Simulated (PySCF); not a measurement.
An unknown gives this computed stick spectrum. Level of theory: PySCF, TDDFT PBE0/def2-SVPD, vertical, gas phase, core orbitals frozen in the response. Geometries: PBE0-D3(BJ)/def2-SVP, one conformer each.

```csv
state,E (eV),λ (nm),f
S1,6.25,198.4,0.158
S2,6.38,194.3,0.0046
S3,6.42,193.2,0.0018
S4,6.60,187.8,0.141
S5,6.85,181.1,0.0055
S6,7.06,175.7,0.018
S7,7.18,172.8,0.0040
S8,7.20,172.3,0.0046
S9,7.29,170.1,0.0006
S10,7.31,169.6,0.0099
```

Task: Which structure fits? All have the formula C7H10N2.
A. `c1cc(ncc1)NCC`
B. `Cc1ccnn1C1CC1`
C. `C(C(C)(C)C)(C#N)C#N`

Result: B. Its S1 lies at 6.25 eV; the nearest of the others has S1 at 7.36 eV. S1 is HOMO→LUMO (80%), HOMO-1→LUMO (8%). Löwdin shares by element: HOMO carbon 46% or more, nitrogen 24% or more (atoms not listed hold the other 30%); LUMO nitrogen 37%, carbon 30% or more (atoms not listed hold the other 33%). At the same level the other candidates give, for their lowest levels:
- `CC(C)(C)C(C#N)C#N`: 7.36 eV (f 0.005); 7.64 eV (f 0.000); 7.85 eV (f 0.015); 7.87 eV (f 0.003); 7.96 eV (f 0.000); T1 6.15 eV; HOMO -9.60, LUMO -0.40 eV
- `CCNc1ccccn1`: 4.52 eV (f 0.047); 5.12 eV (f 0.003); 5.41 eV (f 0.162); 5.57 eV (f 0.137); 5.80 eV (f 0.015); T1 3.55 eV; HOMO -5.94, LUMO -0.48 eV

The values belong to the conformer `[CH3:1][c:2]1[cH:3][cH:4][n:5][n:6]1[CH:7]1[CH2:8][CH2:9]1`: N5–N6–C7–C8 52°.
Triplets come from the Tamm–Dancoff approximation.
